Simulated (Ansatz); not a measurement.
(1) Predict a relaxed structure of Pd₄⁻ (the lowest doublet isomer of a short search), charge -1, doublet, at PBE-D4/def2-SVPD (Ansatz).

Results:

(1) 
```
atom   x (Å)   y (Å)   z (Å)
 Pd1   0.635  -0.501  -1.409
 Pd2  -1.591  -0.331  -0.027
 Pd3   0.171   1.599   0.237
 Pd4   0.784  -0.767   1.199
```
Point group D2d (tolerance 0.1 Å). This is one stationary point.

In the def2 sets Pd takes a core potential; there is no spin–orbit coupling. The charge -1 doublet is spin-contaminated (final ⟨S²⟩ up to 0.84, 0.75 for a pure state). The highest occupied level of the charge -1 doublet lies above zero (up to 0.94 eV). By energy differences its removal costs 1.27 eV (vertical, to the charge 0 triplet, at PBE0-D4/def2-TZVPD). The gap within one spin of the charge -1 doublet nearly closes, so an electron or hole may be smeared out by delocalisation error. The relaxation made no stability test and no search for a lower SCF solution. The structure comes from a short search, and lower isomers may exist.
